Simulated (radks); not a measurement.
These are the eigenvalues of the occupied orbitals of an atom or ion with whole-number occupations (Ry). All-electron calculation, scalar-relativistic Kohn-Sham, PBE, spin-unpolarised, spherical densities, finite nucleus; Fermi nuclear charge, rms radius of each element as measured or else 0.836 A^(1/3) + 0.57 fm. Program: a radial shooting solver on a logarithmic mesh with Libxc functionals.

orbital  eigenvalue
1s        -515.7803
2s        -61.58595
2p        -52.67583
3s         -8.26647
3p         -5.77068
3d         -1.89018

Which element is it, and in what charge state? The configuration may be excited.

Answer. Z = 26, iron, charge +2: Fe2+ in [Ar] 3d6. The list shows which subshells hold electrons but not how many an open one holds; the 1s level, -257.89 hartree, gives Z - s = 22.7 by -(Z - s)^2/2, which with screening and relativity narrows Z to a few neighbours, and the depths of the outer levels then fix element, charge and occupations together.
